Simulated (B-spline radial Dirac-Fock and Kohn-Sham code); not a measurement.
ΔSCF core binding energies without Breit or QED terms, calculated with an atomic code on a B-spline grid.

A sound run for atomic beryllium, configuration [He] 2s2: The ground state converged in 9 iterations, with total energy -14.57589 Ha, virial ratio 1.99961 and highest orbital energy -8.42 eV. ΔSCF binding energies: K (1s) 123.4 eV. Holes are computed only in closed shells, and unreliable hole states are left out.

A second run, with one unsound setting: The ground state converged in 11 iterations, with total energy -1.56008 Ha, virial ratio 7.29602 and highest orbital energy -2.36 eV. ΔSCF binding energies: K (1s) 6.74 eV. Holes are computed only in closed shells, and unreliable hole states are left out.

```
iter   energy (Ha)        error
   1       -1.12644728  4.66e-02
   2       -1.46193759  3.26e-02
   3       -1.53319999  1.50e-02
   4       -1.55104950  7.55e-03
   5       -1.55913282  2.81e-03
   6       -1.56002867  5.91e-04
   7       -1.56007772  7.75e-05
   8       -1.56007889  1.33e-05
   9       -1.56007895  1.56e-06
  11       -1.56007895  2.23e-08
```

Q: Which fault fits the second run best?
A. overfilled shell
B. tolerance below the noise
C. nuclear radius in wrong units
D. unbound anion

A: C. The input had radius_factor = 100000.0: radius_factor inflates the nucleus far beyond its size, which weakens the binding of the inner electrons.
